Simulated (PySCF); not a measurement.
## Relaxation of doublet Br₃

All numbers come from UPBE0 in PySCF with Br def2-TZVP; no relativity; density-fitted integrals. A (50,194) grid was used.

A hand-made linear start, of D∞h symmetry, held to at least that symmetry:

Coordinates in bohr (charge 0 multiplicity 2):
```
Br    0.0000    0.0000    0.0000
Br    0.0000    0.0000    4.3086
Br    0.0000    0.0000   -4.3086
```

Optimiser trace:
| step | E − E(last) (kJ/mol) | largest gradient (Eh/bohr) |
| --- | --- | --- |
| 0 | 40.21 | 0.05304 |
| 1 | 2.33 | 0.01065 |
| 2 | 0.20 | 0.00302 |
| 3 | 0.00 | 0.00024 |
| 4 | 0.00 | 0.00001 |

It ends at D∞h with Br–Br 2.453 Å (×2); Br–Br–Br 180.0°. A frequency run shows 1 imaginary mode, down to 181i cm⁻¹, so it is a saddle point. Other isomers or separated fragments may lie lower.

Final geometry:
```xyz
3
charge 0 multiplicity 2, angstrom
Br    0.0000    0.0000    0.0000
Br    0.0000    0.0000    2.4526
Br    0.0000    0.0000   -2.4526
```
